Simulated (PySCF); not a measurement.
Which level of theory gave which numbers?

Compound: hydroxydifluoroborane, BF₂HO.
SMILES: `OB(F)F`

The closed-shell ground state was solved 7 times with PySCF (density fitting, gas phase), always with B3LYP, in these basis sets: 6-31G*, aug-cc-pVTZ-J, cc-pVTZ, def2-SVPD, def2-TZVP, pcJ-0 and pcJ-1. The structure is a single PBE0-D3(BJ)/def2-SVP conformer in the gas phase; no vibrational or solvent corrections.

```
row  total energy (Eh)  HOMO (eV)  LUMO (eV)  dipole (D)
  P          -300.3377     -10.62      -0.52        1.99
  Q          -300.5521     -10.40       0.56        2.13
  R          -300.6777     -10.53      -0.77        1.95
  S          -300.6821     -10.46      -0.08        2.00
  T          -300.6675     -10.38       0.38        1.97
  U          -299.9251     -10.33       0.99        2.45
  V          -300.5241      -9.89       1.58        2.00
```

Problem. Which basis belongs to which row?

Solution. P = def2-SVPD, Q = pcJ-1, R = aug-cc-pVTZ-J, S = def2-TZVP, T = cc-pVTZ, U = pcJ-0, V = 6-31G*. From the lowest total energy up: def2-TZVP (130 functions) 0 eV; aug-cc-pVTZ-J (204 functions) +0.12 eV; cc-pVTZ (134 functions) +0.40 eV; pcJ-1 (118 functions) +3.54 eV; 6-31G* (58 functions) +4.30 eV; def2-SVPD (97 functions) +9.37 eV; pcJ-0 (55 functions) +20.60 eV.

Conformer computed: `[OH:1][B:2]([F:3])[F:4]`: H–O1–B2–F3 180°.
